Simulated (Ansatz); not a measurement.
Sr4Te4, relaxed as a singlet with RKS r2SCAN-D4/def2-SVP in Ansatz, starting from the GFN2-xTB geometry. Force threshold 0.02 eV/Å.

In the def2 sets Sr, Te take a core potential; there is no spin–orbit coupling. The structure comes from a short search, and lower isomers may exist.

Start:

```xyz
8

Sr   -1.2908    2.9871   -0.2744
Sr    1.7588    0.6557   -2.2643
Sr   -1.7820   -0.6615    2.3072
Sr    1.2912   -2.9850    0.2562
Te   -0.6139   -3.4165    2.5262
Te    2.9842   -2.0670   -2.0319
Te   -2.9350    2.0904    2.0557
Te    0.5873    3.3969   -2.5747
```

| step | energy (eV) | largest force component (eV/Å) | SCF passes |
| --- | --- | --- | --- |
| 1 | -32539.0951 | 0.771 | 18 |
| 2 | -32539.5139 | 0.436 | 20 |
| 3 | -32539.7333 | 0.235 | 23 |
| 4 | -32539.8081 | 0.031 | 18 |
| 5 | -32539.8097 | 0.011 | 19 |
| 6 | -32539.8105 | 0.013 | 19 |
| 7 | -32539.8117 | 0.026 | 18 |
| 8 | -32539.8124 | 0.026 | 18 |
| 9 | -32539.8128 | 0.014 | 18 |

Force components are those of the run's own axes.

End:

Cartesian coordinates in Å:
```
Sr -1.508 3.388 -0.262
Sr 2.177 0.743 -2.767
Sr -2.162 -0.738 2.758
Sr 1.499 -3.389 0.261
Te -0.599 -3.328 2.456
Te 3.001 -2.089 -2.037
Te -2.964 2.115 2.080
Te 0.555 3.299 -2.489
```

By distances, no bond broke or formed, bridged metal pairs apart. The bond that changes most is Sr1–Te7, from 2.99 to 3.04 Å (atoms count from 1). Metal–metal contacts that move far: Sr1–Sr2 4.32 to 5.18 Å, Sr3–Sr4 4.36 to 5.16 Å, Sr2–Sr4 4.45 to 5.17 Å.

The force fell under the threshold at step 5, but the optimiser went on and released 0.003 eV more. No frequencies were taken in this run, so the end may be a saddle point.

It took 94 s on 4 threads of Arm Neoverse V1 on a shared host.
